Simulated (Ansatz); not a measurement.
A structure drawn as `CS[SiH]1CC1`, with this starting geometry:

Cartesian coordinates in Å:
```
C -0.475 2.181 -0.401
S -1.096 0.778 -1.242
Si 0.490 -0.644 -0.969
C -0.009 -2.094 -0.001
C 0.198 -1.174 1.204
H -0.353 2.002 0.712
H 0.433 2.561 -0.801
H -1.261 2.999 -0.435
H 1.771 0.021 -0.896
H 0.700 -2.883 -0.033
H -0.969 -2.425 -0.143
H -0.611 -0.459 1.423
H 1.183 -0.862 1.582
```

Total charge 0; spin multiplicity 1.

**Question.** Does it keep its bonds when Ansatz relaxes it at PBE-D4/def2-SVP and then PBE0-D4/def2-TZVP?

**Answer.** Yes, every drawn bond is still there and no new one forms.

**Question.** Give the relaxed structure. (Estimate.)

**Answer.** Computed: 
Z-matrix (Å, degrees):
```
C
S 1 1.819
H 1 1.090 2 106.6
H 1 1.089 2 110.9 3 118.8
H 1 1.090 2 111.2 3 -118.4
Si 2 2.109 1 100.4 3 178.8
C 6 1.846 2 120.4 1 85.9
C 6 1.841 2 117.7 1 143.2
H 6 1.480 2 115.6 1 -66.8
H 7 1.086 6 119.3 2 -150.7
H 7 1.085 6 119.2 2 -5.0
H 8 1.085 6 119.3 2 144.5
H 8 1.085 6 119.0 2 -0.4
```
All modes are real.

Atoms count as bonded under 1.1 times the sum of their covalent radii (H–H under 0.85 Å, pairs among N, O and F under 1.55 Å), and a drawn bond as lost past 1.3 times.
